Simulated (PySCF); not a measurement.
Method: B3LYP-D3(BJ)/def2-TZVP // TPSS-D3(BJ)/def2-SVP (PySCF). Gas-phase values, no solvent. One relaxed conformer stands for a flexible species; it need not be the lowest. B3LYP has the VWN-RPA correlation part, as in Gaussian. 

Reference species: [Mo(F)6] (neutral, multiplicity 1).

| Quantity | Value |
|---|---|
| LUMO | -6.20 eV |
| HOMO | -12.51 eV |
| HOMO–LUMO gap | 6.31 eV |

Changed species: [Mo(F)4(OH)2] (2 of 6 F replaced by OH; the reference has 0 of 6 F replaced by OH).

Question: Predict the effect on the LUMO, HOMO and HOMO–LUMO gap.

Answer: the LUMO increases by 1.35 eV, to -4.85 eV; the HOMO increases by 1.99 eV, to -10.52 eV; the HOMO–LUMO gap falls by 0.64 eV, to 5.67 eV.
